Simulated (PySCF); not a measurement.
Compound: C7H11PS.
Numbering: `[CH3:1][C:2]([CH3:3])([CH3:4])[c:5]1[p:6][cH:7][cH:8][s:9]1` (hydrogens: H10, H11, H12 on C1; H13, H14, H15 on C3; H16, H17, H18 on C4; H19 on C7; H20 on C8)

The same species was optimised twice, with GFN2-xTB and with PBE0-D3(BJ)/def2-SVP (PySCF), and the same property calculations (PySCF, gas phase) were run on both structures.

```csv
coordinate,GFN2-xTB,PBE0-D3(BJ)/def2-SVP,change
C2–C5 (Å),1.505,1.520,+0.015
C7–C8 (Å),1.350,1.364,+0.014
C5–S9 (Å),1.733,1.721,-0.012
C5–P6 (Å),1.715,1.723,+0.008
P6–C7 (Å),1.767,1.772,+0.005
C2–C3 (Å),1.534,1.537,+0.003
C8–S9 (Å),1.713,1.710,-0.003
C2–C4 (Å),1.534,1.536,+0.002
C1–C2 (Å),1.529,1.530,+0.001
C5–S9–C8 (°),95.5,97.0,+1.5
P6–C5–S9 (°),116.8,115.8,-1.0
C2–C5–P6 (°),125.4,126.2,+0.8
C7–C8–S9 (°),116.7,115.9,-0.8
C5–P6–C7 (°),93.6,94.2,+0.6
C1–C2–C4 (°),109.4,108.9,-0.5
P6–C7–C8 (°),117.5,117.1,-0.4
C4–C2–C5 (°),109.5,109.9,+0.4
C1–C2–C5–P6 (°),1,4,+3
```

Rotational constants: A = 1947, B = 1029, C = 788.8 MHz (GFN2-xTB) against A = 1954, B = 1009, C = 779.4 MHz (PBE0-D3(BJ)/def2-SVP). Atoms that the bonding makes alike are paired by their places after alignment.

On the GFN2-xTB structure: HOMO (eV) -6.71 [PBE0/pcSseg-1]; LUMO (eV) -1.17 [PBE0/pcSseg-1]; dipole (D) 1.06 [PBE0/pcSseg-1]; GIAO shielding of C1/C3/C4 (mean) (ppm) 149.2 [PBE0/pcSseg-1]; GIAO shielding of C2 (ppm) 146.7 [PBE0/pcSseg-1]; GIAO shielding of C5 (ppm) -29.9 [PBE0/pcSseg-1]; GIAO shielding of P6 (ppm) 115.0 [PBE0/pcSseg-1]; GIAO shielding of C7 (ppm) 38.7 [PBE0/pcSseg-1]; GIAO shielding of C8 (ppm) 43.1 [PBE0/pcSseg-1]; GIAO shielding of S9 (ppm) 182.7 [PBE0/pcSseg-1].

**Question.** What do these properties become on the PBE0-D3(BJ)/def2-SVP structure?

**Answer.** 
| property | level | on GFN2-xTB | on PBE0-D3(BJ)/def2-SVP | change |
| --- | --- | --- | --- | --- |
| HOMO (eV) | PBE0/pcSseg-1 | -6.71 | -6.71 | 0.00 |
| LUMO (eV) | PBE0/pcSseg-1 | -1.17 | -1.17 | 0.00 |
| dipole (D) | PBE0/pcSseg-1 | 1.06 | 1.11 | +0.05 |
| energy, GFN2-xTB geometry as zero (kcal/mol) | PBE0/pcSseg-1 | 0.0 | -0.7 | -0.7 |
| GIAO shielding of C1/C3/C4 (mean) (ppm) | PBE0/pcSseg-1 | 149.2 | 147.5 | -1.7 |
| GIAO shielding of C2 (ppm) | PBE0/pcSseg-1 | 146.7 | 145.3 | -1.4 |
| GIAO shielding of C5 (ppm) | PBE0/pcSseg-1 | -29.9 | -26.6 | +3.3 |
| GIAO shielding of P6 (ppm) | PBE0/pcSseg-1 | 115.0 | 106.6 | -8.4 |
| GIAO shielding of C7 (ppm) | PBE0/pcSseg-1 | 38.7 | 34.8 | -3.9 |
| GIAO shielding of C8 (ppm) | PBE0/pcSseg-1 | 43.1 | 41.0 | -2.1 |
| GIAO shielding of S9 (ppm) | PBE0/pcSseg-1 | 182.7 | 179.3 | -3.4 |

The heavy atoms differ by 0.036 Å rms after alignment (one structure mirrored). Among bonds between heavy atoms C2–C5 and C7–C8 change most and about equally (+0.014 to +0.015 Å). Changes are differences of the printed values. Neither structure is proved a minimum here.

The values belong to the conformer `[CH3:1][C:2]([CH3:3])([CH3:4])[c:5]1[p:6][cH:7][cH:8][s:9]1`: C1–C2–C5–P6 4°.
